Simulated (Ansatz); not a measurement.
**Ligand exchange: C3H5F + SiH(CH3)(SiH3)F → C3H8Si + SiH(CH3)F2**

Species: C3H5F (allyl fluoride) `C=CCF`, singlet; SiH(CH3)(SiH3)F, singlet; C3H8Si (prop-2-enylsilane) `C=CC[SiH3]`, singlet; SiH(CH3)F2, singlet. The partners trade F for SiH3: C–F and Si–SiH3 bonds give way to C–SiH3 and Si–F.

Shapes, held fixed at every level: PBE0-D4/def2-TZVP. Flexible molecules stand in one conformer, not always the lowest. Programs: Ansatz 0.2.0. Electronic energies: no zero-point or thermal term.

Task: Estimate ΔE of this reaction.

Result: The highest level, CCSD(T)/CBS estimate, gives ΔE = -245.1 kJ/mol; the levels span -245.1 to -213.8. The column of differences is taken from that level and isn't an error. No measured value is set beside it here. The CBS estimate extrapolates MP2 from def2-TZVPP and def2-QZVPP and adds CCSD(T) − MP2 in the triple-zeta set, cores frozen. Times are processor times on shared x86 and Arm servers, and rough.

```json
{"level": "PBE-D4/def2-TZVPP", "kind": "GGA", "ΔE (kJ/mol)": "-213.8", "less CCSD(T)/CBS estimate": "+31.3", "CPU time (sum over the molecules)": "19 s"}
{"level": "B3LYP-D4/def2-TZVPP", "kind": "global hybrid", "ΔE (kJ/mol)": "-230.8", "less CCSD(T)/CBS estimate": "+14.3", "CPU time (sum over the molecules)": "31 s"}
{"level": "wB97M-V/def2-TZVPP", "kind": "range-separated hybrid", "ΔE (kJ/mol)": "-242.4", "less CCSD(T)/CBS estimate": "+2.7", "CPU time (sum over the molecules)": "71 s"}
{"level": "wB97X-V/def2-TZVPP", "kind": "range-separated hybrid", "ΔE (kJ/mol)": "-230.5", "less CCSD(T)/CBS estimate": "+14.6", "CPU time (sum over the molecules)": "52 s"}
{"level": "CCSD(T)/def2-TZVPP", "kind": "coupled cluster or CI", "ΔE (kJ/mol)": "-241.9", "less CCSD(T)/CBS estimate": "+3.2", "CPU time (sum over the molecules)": "11 min"}
{"level": "CCSD/def2-TZVPP", "kind": "coupled cluster or CI", "ΔE (kJ/mol)": "-242.8", "less CCSD(T)/CBS estimate": "+2.3", "CPU time (sum over the molecules)": "–"}
{"level": "CCSD(T)/CBS estimate", "kind": "coupled cluster or CI", "ΔE (kJ/mol)": "-245.1", "less CCSD(T)/CBS estimate": "0.0", "CPU time (sum over the molecules)": "13 min"}
```
